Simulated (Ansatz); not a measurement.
Co(NH2)2 (CoN2H4), 7 atoms. Hardware: 2 threads of Intel Xeon 6975P-C on a shared host.

Correlated methods freeze 7 core orbitals; core or outer-core shells of Co are correlated, in sets that lack core-valence functions.

(1) How many basis functions does each of these Ansatz runs have, and roughly what does it cost? PBE with 50 % exact exchange/def2-TZVP, charge 0 quartet, energy, from earlier orbitals; PBE with 5 % exact exchange/def2-TZVP, charge 0 doublet, energy, from earlier orbitals; PBE-D4/def2-TZVP, charge 0 quartet, energy, from earlier orbitals; PBE0-D4/def2-SVP, charge 0 quartet, energy with a search over starts; r2SCAN-D4/def2-TZVP, charge 0 quartet, energy, from earlier orbitals; HSE06-D4/def2-TZVP, charge 0 doublet, energy, from earlier orbitals; PBE with 5 % exact exchange/def2-TZVP, charge 0 quartet, energy, from earlier orbitals; B3LYP-D4/def2-TZVP, charge 0 quartet, energy, from earlier orbitals; HF/def2-TZVP, charge 0 quartet, energy, from earlier orbitals; PBE0-D4/def2-SVP, charge 0 quartet, energy, from earlier orbitals; PBE-QIDH/def2-TZVP, charge 0 quartet, energy, from earlier orbitals; BHLYP-D4/def2-TZVP, charge 0 doublet, energy, from earlier orbitals.

Answers

(1) Other jobs shared the machine, so times can vary by a factor of up to 3. A dash marks memory too small to be measured apart from the calling script's.

```json
{"run": "HF/def2-TZVP, charge 0 quartet, energy, from earlier orbitals", "functions": "131", "fitting or Cholesky vectors": "1185", "wall time": "2.2 s", "peak host memory (GiB)": "–"}
{"run": "PBE0-D4/def2-SVP, charge 0 quartet, energy, from earlier orbitals", "functions": "79", "fitting or Cholesky vectors": "826", "wall time": "2.2 s", "peak host memory (GiB)": "–"}
{"run": "PBE-D4/def2-TZVP, charge 0 quartet, energy, from earlier orbitals", "functions": "131", "fitting or Cholesky vectors": "940", "wall time": "2.9 s", "peak host memory (GiB)": "–"}
{"run": "PBE with 5 % exact exchange/def2-TZVP, charge 0 quartet, energy, from earlier orbitals", "functions": "131", "fitting or Cholesky vectors": "940", "wall time": "3.9 s", "peak host memory (GiB)": "–"}
{"run": "PBE-QIDH/def2-TZVP, charge 0 quartet, energy, from earlier orbitals", "functions": "131", "fitting or Cholesky vectors": "1033", "wall time": "4.2 s", "peak host memory (GiB)": "–"}
{"run": "B3LYP-D4/def2-TZVP, charge 0 quartet, energy, from earlier orbitals", "functions": "131", "fitting or Cholesky vectors": "1006", "wall time": "4.7 s", "peak host memory (GiB)": "–"}
{"run": "PBE0-D4/def2-SVP, charge 0 quartet, energy with a search over starts", "functions": "79", "fitting or Cholesky vectors": "826", "wall time": "4.8 s", "peak host memory (GiB)": "–"}
{"run": "PBE with 50 % exact exchange/def2-TZVP, charge 0 quartet, energy, from earlier orbitals", "functions": "131", "fitting or Cholesky vectors": "1100", "wall time": "5 s", "peak host memory (GiB)": "–"}
{"run": "PBE with 5 % exact exchange/def2-TZVP, charge 0 doublet, energy, from earlier orbitals", "functions": "131", "fitting or Cholesky vectors": "940", "wall time": "5.5 s", "peak host memory (GiB)": "–"}
{"run": "HSE06-D4/def2-TZVP, charge 0 doublet, energy, from earlier orbitals", "functions": "131", "fitting or Cholesky vectors": "1021", "wall time": "6 s", "peak host memory (GiB)": "–"}
{"run": "r2SCAN-D4/def2-TZVP, charge 0 quartet, energy, from earlier orbitals", "functions": "131", "fitting or Cholesky vectors": "940", "wall time": "6 s", "peak host memory (GiB)": "–"}
{"run": "BHLYP-D4/def2-TZVP, charge 0 doublet, energy, from earlier orbitals", "functions": "131", "fitting or Cholesky vectors": "1100", "wall time": "7.5 s", "peak host memory (GiB)": "–"}
```
